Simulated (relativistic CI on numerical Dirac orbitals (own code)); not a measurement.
## Sm3+: 4f valence photoemission

Computed with this model: Dirac-Coulomb-Breit CI, orbitals from a KLI potential per configuration, model QED, valence Slater integrals scaled by 0.7, multiplet model of photoemission in the sudden approximation; configurations [Xe] 4f5 → [Xe] 4f4; 300 K; Lorentzian 0.1 eV and Gaussian 0.3 eV FWHM. Energies are those of the free ion, without screening or charge transfer. The energies are binding energies and can lie tens of eV above those of solids. S is read from ⟨S²⟩ = S(S + 1).

free ion: ground-state S = 2.45, centroid 40.01 eV. Peaks (eV, height): 38.9 (100), 40.5 (25), 41.1 (42), 42.8 (19).

Strongest unbroadened transitions for free ion:

| Energy (eV) | Relative strength |
| --- | --- |
| 38.83 | 100.0 |
| 38.93 | 0.4 |
| 39.06 | 36.2 |
| 39.31 | 2.2 |
| 40.45 | 8.3 |
| 40.50 | 15.7 |
| 40.64 | 3.6 |
| 41.02 | 1.2 |
| 41.13 | 25.3 |
| 41.15 | 20.1 |
| 41.48 | 5.1 |
| 41.56 | 7.0 |
| 41.61 | 0.7 |
| 41.97 | 0.5 |
| 42.74 | 8.4 |
| 42.82 | 10.7 |
| 42.95 | 3.5 |
| 43.09 | 0.5 |
